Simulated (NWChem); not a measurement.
System: CH₅NOSi₂; SMILES C(O[SiH2][SiH3])#N

NWChem input:

```
start job
memory heap 200 mb stack 900 mb global 1100 mb
geometry units angstroms noautosym nocenter noautoz
  N      1.116953    -2.605838    -0.208322
  C      0.242855    -1.908558     0.109219
  O     -0.721178    -1.157341     0.479746
  Si    -1.069203     0.423005    -0.139097
  Si     0.835485     1.785992     0.041739
  H     -1.520538     0.251229    -1.550406
  H     -2.201042     0.863236     0.717039
  H      1.253108     1.865332     1.472385
  H      1.938614     1.229305    -0.793680
  H      0.454954     3.144753    -0.451914
end
basis spherical
  * library def2-svp
end
dft
  xc b3lyp
  iterations 150
  mulliken
end
task dft energy
esp
  recalculate
  probe 0.07
  range 0.3
  factor 1.0
  spacing 0.02
end
task esp
```

Parts of the log:

```
             Northwest Computational Chemistry Package (NWChem) 7.3.0
             --------------------------------------------------------

                             Geometry "geometry" -> ""
                             -------------------------

 Output coordinates in angstroms (scale by  1.889725989 to convert to a.u.)

  No.       Tag          Charge          X              Y              Z
 ---- ---------------- ---------- -------------- -------------- --------------
    1 N                    7.0000     1.11695300    -2.60583800    -0.20832200
    2 C                    6.0000     0.24285500    -1.90855800     0.10921900
    3 O                    8.0000    -0.72117800    -1.15734100     0.47974600
    4 Si                  14.0000    -1.06920300     0.42300500    -0.13909700
    5 Si                  14.0000     0.83548500     1.78599200     0.04173900
    6 H                    1.0000    -1.52053800     0.25122900    -1.55040600
    7 H                    1.0000    -2.20104200     0.86323600     0.71703900
    8 H                    1.0000     1.25310800     1.86533200     1.47238500
    9 H                    1.0000     1.93861400     1.22930500    -0.79368000
   10 H                    1.0000     0.45495400     3.14475300    -0.45191400

 Effective nuclear repulsion energy (a.u.)     253.9331326814

                                 NWChem DFT Module
                                 -----------------

 Summary of "ao basis" -> "ao basis" (spherical)
 ------------------------------------------------------------------------------
       Tag                 Description            Shells   Functions and Types
 ---------------- ------------------------------  ------  ---------------------
 N                          def2-svp                 6       14   3s2p1d
 C                          def2-svp                 6       14   3s2p1d
 O                          def2-svp                 6       14   3s2p1d
 Si                         def2-svp                 8       18   4s3p1d
 H                          def2-svp                 3        5   2s1p

            General Information
            -------------------
          SCF calculation type: DFT
          Wavefunction type:  closed shell.
          No. of atoms     :    10
          No. of electrons :    54
           Alpha electrons :    27
            Beta electrons :    27
          Charge           :     0
          Spin multiplicity:     1
          Use of symmetry is: off; symmetry adaption is: off
          Maximum number of iterations: 150
          AO basis - number of functions:   103
                     number of shells:    49
          Convergence on energy requested:  1.00D-06
          Convergence on density requested:  1.00D-05
          Convergence on gradient requested:  5.00D-04

              XC Information
              --------------
                         B3LYP Method XC Potential
                     Hartree-Fock (Exact) Exchange  0.200
                        Slater Exchange Functional  0.800 local
                    Becke 1988 Exchange Functional  0.720 non-local
              Lee-Yang-Parr Correlation Functional  0.810
                  VWN I RPA Correlation Functional  0.190 local

             Grid Information
             ----------------
          Grid used for XC integration:  medium
          Radial quadrature: Mura-Knowles
          Angular quadrature: Lebedev.
          Tag              B.-S. Rad. Rad. Pts. Rad. Cut. Ang. Pts.
          ---              ---------- --------- --------- ---------
          N                   0.65       49          13.0       434
          C                   0.70       49          12.0       434
          O                   0.60       49          12.0       434
          Si                  1.10       88          10.0       590
          H                   0.35       45          12.0       434
          Grid pruning is: on
          Number of quadrature shells:   548
          Spatial weights used:  Erf1

      Superposition of Atomic Density Guess
      -------------------------------------

 Sum of atomic energies:        -746.53362971

      Non-variational initial energy
      ------------------------------

 Total energy =    -748.376135
 1-e energy   =   -1535.895935
 2-e energy   =     533.586666
 HOMO         =      -0.313072
 LUMO         =       0.016844

     ---------------------------------------------
      Total Density - Mulliken Population Analysis
     ---------------------------------------------

    Atom       Charge   Shell Charges
 -----------   ------   -------------------------------------------------------
    1 N    7     7.74   1.99  1.13  0.58  2.46  1.55  0.03
    2 C    6     5.26   1.99  0.90  0.16  1.53  0.59  0.09
    3 O    8     8.54   1.99  1.08  0.66  2.93  1.88  0.01
    4 Si  14    13.30   2.00  1.99  0.99  0.26  5.93  1.00  0.96  0.16
    5 Si  14    13.83   2.00  1.99  1.02  0.30  5.94  1.17  1.32  0.09
    6 H    1     1.08   0.70  0.37  0.01
    7 H    1     1.08   0.70  0.37  0.01
    8 H    1     1.06   0.69  0.36  0.01
    9 H    1     1.05   0.69  0.36  0.01
   10 H    1     1.05   0.68  0.36  0.01

   convergence    iter        energy       DeltaE   RMS-Dens  Diis-err
 ---------------- ----- ----------------- --------- --------- ---------
 d= 0,ls=0.0,diis     1   -749.6497063760 -1.00D+03  1.64D-02  1.02D+00
 d= 0,ls=0.0,diis     2   -749.2653654951  3.84D-01  1.18D-02  4.42D+00
 d= 0,ls=0.0,diis     3   -749.7755436133 -5.10D-01  2.49D-03  1.21D-01
 d= 0,ls=0.0,diis     4   -749.7850451394 -9.50D-03  9.47D-04  3.95D-02
 d= 0,ls=0.0,diis     5   -749.7886267388 -3.58D-03  2.69D-04  1.03D-03
  Resetting Diis
 d= 0,ls=0.0,diis     6   -749.7887414997 -1.15D-04  5.48D-05  2.62D-05
 d= 0,ls=0.0,diis     7   -749.7887458918 -4.39D-06  1.68D-05  1.09D-06
 d= 0,ls=0.0,diis     8   -749.7887457869  1.05D-07  9.52D-06  2.37D-06

         Total DFT energy =     -749.788745786941
      One electron energy =    -1538.152389873692
           Coulomb energy =      599.021551191817
    Exchange-Corr. energy =      -64.591039786476
 Nuclear repulsion energy =      253.933132681410

 Numeric. integr. density =       53.999969487983

                       DFT Final Molecular Orbital Analysis
                       ------------------------------------

 Vector   25  Occ=2.000000D+00  E=-3.352441D-01
              MO Center=  6.7D-03,  2.6D-01, -4.9D-02, r^2= 5.0D+00
   Bfn.  Coefficient  Atom+Function         Bfn.  Coefficient  Atom+Function
  ----- ------------  ---------------      ----- ------------  ---------------
    50      0.261408   4 Si px               53      0.211697   4 Si px
    68     -0.202633   5 Si px               19     -0.172310   2 C  py
     5      0.170915   1 N  py               69     -0.152709   5 Si py
    71     -0.150686   5 Si px                4      0.148369   1 N  px
    84     -0.141110   7 H  s                45      0.137973   4 Si s

 Vector   26  Occ=2.000000D+00  E=-3.097982D-01
              MO Center=  4.3D-01, -1.9D+00,  3.0D-02, r^2= 2.6D+00
   Bfn.  Coefficient  Atom+Function         Bfn.  Coefficient  Atom+Function
  ----- ------------  ---------------      ----- ------------  ---------------
     6      0.340306   1 N  pz               20     -0.270132   2 C  pz
    34      0.256145   3 O  pz                5     -0.252362   1 N  py
     9     -0.210685   1 N  pz               37      0.208005   3 O  pz
    19      0.169828   2 C  py                8      0.160971   1 N  py
    33     -0.140052   3 O  py               23     -0.135831   2 C  pz

[...]

                     NWChem Electrostatic Potential Fit Module
                     -----------------------------------------

 Atom parameters

 Number of atoms is                                   10
 Number of basis functions is                        103

 Grid parameters

 Maximum number of grid points is                  47101
 Number of grid points is                          47100
 Grid range                                     0.300000 nm
 Grid spacing                                   0.020000 nm
 Probe radius                                   0.070000 nm
 Atom radius factor                             1.000000

 Atomic radii

    1    0.100000
    6    0.147000
    7    0.140000
    8    0.136000
   14    0.187000
 FASTESP  F
  using M.O. file = ./job.movecs

    Atom              Coordinates                           Charge

                                                  ESP

    1 N     0.111695   -0.260584   -0.020832   -0.559392
    2 C     0.024286   -0.190856    0.010922    0.563087
    3 O    -0.072118   -0.115734    0.047975   -0.362904
    4 Si   -0.106920    0.042301   -0.013910    0.525423
    5 Si    0.083549    0.178599    0.004174    0.211511
    6 H    -0.152054    0.025123   -0.155041   -0.101267
    7 H    -0.220104    0.086324    0.071704   -0.093357
    8 H     0.125311    0.186533    0.147239   -0.059712
    9 H     0.193861    0.122931   -0.079368   -0.049275
   10 H     0.045495    0.314475   -0.045191   -0.074115
                                            ------------
                                                0.000000

 Dipole moment                                  1.893268

 Quadrupole moment Qxx                         -1.250430
                   Qyy                         -3.313115
                   Qzz                          4.563545

 RMS deviation kJ/mol                           0.056797

 RRMS %                                        20.842415
```

Level: B3LYP/def2-SVP. Coordinates come from a PBE0/def2-SVP optimisation. B3LYP is NWChem's, with the RPA form of VWN correlation.
